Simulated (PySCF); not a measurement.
How methods differ on the excitation energy of Sn

Sn [Kr] 4d10 5s2 5p2 (3P) → Sn [Kr] 4d10 5s1 5p3 (5S), as a difference of total energies. Computed with PySCF 2.14 in aug-cc-pVTZ-PP with one added diffuse shell each of d, f type with ECP28MDF (6s5p5d3f, 67 functions), with scalar relativity through the core potential. Correlated levels: valence: 4s2 4p6 4d10 frozen. The calculations carry no spin-orbit coupling.

| method | excitation energy (eV) |
| --- | --- |
| UHF | 2.963 |
| MP2 (valence) | 3.722 |
| SCS-MP2 (valence) | 4.066 |
| CCSD (valence) | 3.920 |
| CCSD(T) (valence) | 3.957 |

Problem. How much does correlation contribute at CCSD(T) (valence)?

Solution. 3.957 − (2.963) = 0.994 eV, measured against UHF.

Errors of the correlated levels include the incompleteness of this basis and the frozen core.

For comparison: 4.607 eV (measured; NIST levels, between the centres of gravity of the two terms).
